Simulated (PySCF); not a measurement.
Al(F)(H)(SeH) (AlFH2Se), SMILES [F][AlH][SeH]. The structure is a stationary point at B3LYP-D3(BJ)/def2-TZVP. The values are those of a single conformer.

Task: Give the equilibrium geometry at B3LYP-D3(BJ)/def2-TZVP (PySCF confirms it by a frequency run) as bond lengths and angles, and its point group. (An estimate is asked for; the answer gives what the named calculation found.)

Result: Several could match; the one computed here: point group Cs.
Atoms: Al1 F2 H3 Se4 H5. Bonded distances (Å): Al1–F2 1.652, Al1–H3 1.564, Al1–Se4 2.312, Se4–H5 1.473. Angles (°): F2–Al1–H3 119.6, F2–Al1–Se4 115.7, H3–Al1–Se4 124.8, Al1–Se4–H5 90.7.
